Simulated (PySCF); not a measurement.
NMR data simulated for an unnamed compound:

1H NMR (400 MHz, computed): δ 6.75 (m, 2H), 6.55 (m, 2H), 4.96 (s, 2H), 3.20 (s, 3H).

13C{1H} NMR (computed): δ 296.6 (C), 118.9 (CH), 109.7 (CH), 51.0 (CH3).

PySCF 2.14 calculation with PBE0-D3(BJ)/def2-SVP structure and NMR shieldings at KT2/pcSseg-1/GIAO; non-relativistic Hamiltonian, one averaged value for each set of equivalent atoms, no solvent model, a single conformation.

Shifts are taken against calculated references (same method and geometry level): 1H (31.18 ppm), 13C (183.22 ppm) against TMS.

Problem. Which of these does the molecule contain: an ester, a Si–H bond, a three-membered ring, a CH3CH2 unit, a heteroaromatic ring?

Solution. 
- An ester: no.
- A Si–H bond: yes (δH 4.96 (s)).
- A three-membered ring: no.
- A CH3CH2 unit: no.
- A heteroaromatic ring: yes.

The data belong to SMILES CC(=S)[SiH2]n1cccc1, C6H9NSSi; they needn't prove each group on their own.

Carbon signals by region: 1 in the far downfield region (above 160 ppm), 2 in the sp2 and nitrile region (100–160 ppm), 1 at 50–100 ppm. Above 160 ppm: 296.6, thiocarbonyl carbon.

Shifts are as computed. Against solution values, carbons near 30 ppm lie about +2 ppm off and those near 130 ppm about -5 ppm. Of 1309 compounds with measured shifts, 239 miss one by over three times the rms of a fit or turn the order of signals round; such compounds aren't used in these exercises. No couplings were computed; multiplicities are counted from neighbouring protons, with m where these are inequivalent, close in shift, in a saturated or five-membered ring or joined by F or P, and br s for small geminal =CH2 splittings.
